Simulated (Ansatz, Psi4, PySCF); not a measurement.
glyoxal (C$_{2}$H$_{2}$O$_{2}$), singlet, at a GFN2-xTB geometry. Base run: PySCF with B3LYP/def2-SVP.

Here is a job for PySCF.
```python
from pyscf import gto, scf, dft

mol = gto.Mole()
mol.atom = '''
    C     0.020264    0.758340    0.007480
    C    -0.020264   -0.758340   -0.007480
    O     1.039602    1.385374    0.031588
    H    -0.979080    1.228412   -0.005972
    O    -1.039602   -1.385374   -0.031588
    H     0.979080   -1.228412    0.005972
'''
mol.basis = 'def2-svp'
mol.charge = 0
mol.spin = 0
mol.verbose = 4
mol.build()

mf = dft.RKS(mol)
mf.xc = 'b3lyp'
mf.kernel()
```

The same geometry, method and basis name were run in Ansatz (a quantum-chemistry and plane-wave program) and Psi4 and PySCF, at each program's defaults and at the settings that a row names. The base is PySCF at its defaults. Differences at the defaults can come from grids, fitting, cores and function types together.

```
code and settings                                                                             ΔE vs base (mEh)  basis functions      E (Eh)  SCF cycles
--------------------------------------------------------------------------------------------  ----------------  ---------------  ----------  ----------
PySCF, defaults (exact integrals, its default grid, spherical functions)                                 0.000               66  -227.64906           8
Psi4, defaults (density fitting with its default set, its default grid, spherical functions)            -0.004               66  -227.64907           7
Ansatz, defaults (factorised integrals, its default grid, spherical functions)                           0.002               66  -227.64906           -
PySCF, density fitting with def2-universal-jkfit                                                        -0.001               66  -227.64907           8
PySCF, fine grid                                                                                        -0.001               66  -227.64907           8
Psi4, exact integrals, spherical functions, fine grid                                                   -0.001               66  -227.64907          10
Ansatz, high accuracy                                                                                   -0.001               66  -227.64907           -
```
